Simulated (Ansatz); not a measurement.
A search over several starts for the lowest SCF solution of the cluster Ni2Pt at the given spin, in a small basis.

```yaml
crystal:
  periodic: [false, false, false]
  atoms:
    - {symbol: Pt, position_ang: [0.438035, -0.726040, -1.095051]}
    - {symbol: Ni, position_ang: [-1.276902, 0.318055, 0.154173]}
    - {symbol: Ni, position_ang: [0.838866, 0.407985, 0.940877]}
basis:
  gaussian: {orbitals: def2-SVP, initial_orbitals: start.molden}
magnetization: {spin_polarized: true, initial_magnetization: 4}
hamiltonian: {xc: pbe0, dispersion: d4}
output: {orbitals: {seedname: orbitals}}
```

The file start.molden holds the orbitals of an earlier run on this structure, at another level or in another basis.

```sh
$ ansatz run in.yaml --threads 4 --pin off --events-out ev --progress --plain --max-ram 3916MiB
```

It prints (some lines left out):

```
Functional definition: PBE0
999 factors; integrals over basis functions are off by at most 4.2e-4 eV
mean field evaluation 1: about -85307.1747 eV, gradient 1.9e1 eV
mean field evaluation 2: about -85308.5190 eV, gradient 1.9e0 eV
mean field evaluation 4: about -85308.7052 eV, gradient 4.5e-2 eV
mean field evaluation 8: about -85308.8283 eV, gradient 3.1e-5 eV
mean field evaluation 16: about -83774.7728 eV, gradient 4.1e2 eV
mean field evaluation 32: about -85308.8213 eV, gradient 1.5e-1 eV
mean field evaluation 64: about -85284.8922 eV, gradient 8.2e1 eV
mean field evaluation 96: about -85308.8314 eV, gradient 3.2e-1 eV
mean field evaluation 128: about -85308.7909 eV, gradient 1.8e0 eV
mean field evaluation 160: about -85308.6090 eV, gradient 2.8e0 eV
mean field -85308.82825276 eV, -3135.0416138882 hartree, gradient 8.7e-6 eV, S^2 6.030810; 12 other end points of the search recorded, 0 dependent functions left out
reference -85308.82828219 eV, -3135.0416149698 hartree; 39, 35 occupied and 55, 59 virtual orbitals, 999 factors
Total energy: -85308.91624333 eV, -3135.0448474820 hartree
```

Run time 33 s (4 threads of AMD EPYC 7B13 on a shared host).

In the def2 sets Pt takes a core potential; there is no spin–orbit coupling. At PBE0-D4/def2-TZVP a triplet of charge 0 lies 0.27 eV below the quintet, each at its own geometry. The structure comes from a short search, and lower isomers may exist.
